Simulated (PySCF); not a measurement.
Ge(Cl)(SH) (ClGeHS), SMILES [SH][Ge][Cl] (connectivity only; charge and spin as stated), neutral, multiplicity 1.

Geometry optimised at PBE0-D3(BJ)/def2-TZVP. Other conformers were not sampled.

Method: PySCF with CAM-B3LYP/def2-TZVPD.

Isolated molecule, no solvent.

Computed frontier levels, gap, dipole moment and polarisability:
```yaml
highest_occupied_level: -8.78 eV
lowest_empty_level: -1.74 eV
orbital_gap: 7.05 eV
dipole_moment: 2.54 D
quadrupole, principal values (traceless, Buckingham form, about the centre of nuclear charge): -2.40, 1.13, 1.27 D·Å
mean_static_polarisability: 70.3 bohr³ (10.41 Å³)
polarisability_principal_values: 52.0, 69.2, 89.6 bohr³
```
